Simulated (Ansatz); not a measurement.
(OH)3Si-NH-SiH3 (Si₂NO₃H₇). Charge 0, multiplicity 3. Geometry PBE0-D4/def2-SVP, that of the neutral singlet; atoms count from 1.

Cartesian coordinates in Å:
```
Si -0.421 0.409 -0.866
O 0.187 -1.034 -1.415
O -2.051 0.304 -1.108
O 0.068 1.760 -1.674
N 0.131 0.584 0.751
Si 0.782 -0.675 1.763
H 1.143 -1.139 -1.386
H -2.435 -0.572 -1.011
H -0.466 1.983 -2.443
H 0.107 1.519 1.144
H 2.049 -1.253 1.209
H 1.081 -0.076 3.098
H -0.174 -1.811 1.938
```

At PBE0-D4/def2-TZVP a singlet of charge 0 lies 6.09 eV below the triplet at the same geometry.

**Question.** Estimate the Mulliken populations from the PBE0/def2-TZVP orbitals of Ansatz.

**Answer.** 
```json
{"atom": "Si1", "charge (e)": "0.67", "spin (α − β)": "0.07"}
{"atom": "O2", "charge (e)": "-0.46", "spin (α − β)": "-0.01"}
{"atom": "O3", "charge (e)": "-0.47", "spin (α − β)": "0.03"}
{"atom": "O4", "charge (e)": "-0.48", "spin (α − β)": "-0.02"}
{"atom": "N5", "charge (e)": "0.16", "spin (α − β)": "0.54"}
{"atom": "Si6", "charge (e)": "-0.40", "spin (α − β)": "0.77"}
{"atom": "H7", "charge (e)": "0.26", "spin (α − β)": "0.09"}
{"atom": "H8", "charge (e)": "0.30", "spin (α − β)": "0.05"}
{"atom": "H9", "charge (e)": "0.32", "spin (α − β)": "0.03"}
{"atom": "H10", "charge (e)": "0.00", "spin (α − β)": "0.30"}
{"atom": "H11", "charge (e)": "0.05", "spin (α − β)": "0.10"}
{"atom": "H12", "charge (e)": "0.01", "spin (α − β)": "-0.01"}
{"atom": "H13", "charge (e)": "0.05", "spin (α − β)": "0.08"}
```
Mulliken values depend strongly on the basis.

**Question.** Where does the spin sit?

**Answer.** Summed by element: Si 0.83, O 0.00, N 0.54, H 0.63, of 2 unpaired in all. Largest on single atoms: Si6 0.77, N5 0.54, H10 0.30.

**Question.** And the Mayer bond orders between heavy atoms (over 0.3)?

**Answer.** Si1–O2 1.21 (1.66 Å); Si1–O3 1.25 (1.65 Å); Si1–O4 1.25 (1.65 Å); Si1–N5 0.85 (1.72 Å); N5–Si6 0.42 (1.74 Å).
